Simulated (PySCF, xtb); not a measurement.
bromine monochloride (BrCl), SMILES ClBr.

xtb with GFN2-xTB at its own geometry gives an orbital gap of 3.04 eV and a dipole moment of 3.81 D.

The structure is a stationary point at PBE0-D3(BJ)/def2-TZVP.

What does HF/def2-TZVPD run with PySCF give? (Estimate from the structure and the level; the computed values follow.)

gap 11.71 eV (levels -11.48 and 0.23 eV), dipole 0.49 D.
